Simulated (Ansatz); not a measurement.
Born–Oppenheimer molecular dynamics of F₂H₄W (7 atoms, charge 0, multiplicity 1). It goes on from the last frame of an earlier run, with new velocities.

Theory: RHF/def2-SVP (Ansatz 0.2.0).

| Quantity | Value |
| --- | --- |
| ensemble | NVT, Langevin thermostat |
| time step | 0.5 fs |
| steps asked | 166 |
| set temperature | 1500 K |
| friction | 0.05 /fs |
| seed | 355381 |

First frame:

```xyz
7
Properties=species:S:1:pos:R:3
W -0.036 0.411 -0.230
H 3.828 -0.010 6.156
H 3.677 0.565 5.730
F -0.048 1.941 0.800
H 0.436 -0.453 1.405
H 1.464 0.549 -1.208
F -0.891 -0.811 -1.416
```

How far do the bonds stretch over the last three quarters of this one trajectory? (Pairs bonded in most of those frames.)


```tsv
bond	mean (Å)	spread (Å)	shortest	longest
W1–F4	1.813	0.052	1.73	1.91
W1–H5	1.681	0.085	1.55	1.86
W1–H6	1.706	0.055	1.63	1.83
W1–F7	1.845	0.034	1.79	1.91
H2–H3	0.776	0.059	0.66	0.90
```

Mean temperature of the second half: 1356 K. A run of 0.083 ps of so small a system gives no equilibrium averages.

Time of the run: 120 s on 2 threads of Arm Neoverse V1 (shared host), peak memory 0.14 GiB.
